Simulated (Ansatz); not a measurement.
Reaction (redistribution): `O[SiH](O)[AlH2]` + `[AlH2][SiH2]O[SiH3]` → `[AlH2][O][SiH2][AlH2]` + `O[SiH](O)[SiH3]`

Gas-phase electronic energies from Ansatz, PBE0-D4/def2-TZVP geometries. CBS: MP2 limit from def2 TZ/QZ plus the TZ coupled-cluster correction, frozen cores. This one scheme is used for every species. Functionals use def2-TZVPP. B3LYP here is the variant with VWN-RPA as its local correlation; programs differ in this. Each species was taken in one conformer, which may not be the lowest.

`O[SiH](O)[AlH2]`:

Z-matrix (Å, degrees):
```
Si
O 1 1.656
Al 1 2.480 2 110.2
O 1 1.656 2 113.0 3 -123.8
H 1 1.482 2 103.7 3 124.6
H 2 0.958 1 118.1 3 47.2
H 3 1.597 1 118.6 2 -62.5
H 3 1.590 1 123.5 2 117.5
H 4 0.958 1 118.1 2 76.5
```

`[AlH2][SiH2]O[SiH3]`:

```xyz
11

Al    2.412   -1.386   -0.315
Si    0.375   -0.122   -0.879
O    -0.500    0.221    0.478
Si   -1.856    0.979    0.986
H     2.756   -1.794    1.181
H     3.407   -1.803   -1.483
H     0.704    1.159   -1.579
H    -0.490   -0.883   -1.834
H    -1.912    0.887    2.465
H    -3.061    0.332    0.402
H    -1.833    2.409    0.578
```

`[AlH2][O][SiH2][AlH2]`:

Cartesian coordinates in Å:
```
Al 0.522 -1.251 2.146
O 0.612 -0.303 0.762
Si 0.705 0.628 -0.577
Al -1.437 0.700 -1.797
H 0.046 -0.564 3.487
H 0.911 -2.777 2.028
H 1.796 0.113 -1.464
H 1.134 2.009 -0.191
H -1.589 1.554 -3.131
H -2.701 -0.110 -1.264
```

`O[SiH](O)[SiH3]`:

Cartesian coordinates in Å:
```
O 1.693 -0.941 0.458
Si 0.449 0.121 0.659
O -0.696 -0.428 1.708
Si -0.718 0.502 -1.338
H 1.495 -1.782 0.042
H 1.125 1.329 1.200
H -0.444 -0.537 2.627
H -1.234 -0.787 -1.878
H 0.193 1.099 -2.353
H -1.864 1.425 -1.125
```

```tsv
level	ΔE (eV)
B3LYP	-0.79
SCS-MP2/def2-QZVPP	-0.77
```

Question: What does CCSD(T)/CBS give? (An estimate is asked.)

Answer: Computed: -0.78 eV. The listed levels differ from it by -0.01, 0.01 eV.

Largest T1 diagnostic among the species: 0.013.

In def2-TZVPP, CCSD(T) changes the Hartree–Fock value by −0.06 eV (the triples alone add −0.01 eV) and MP2 by −0.09 eV.
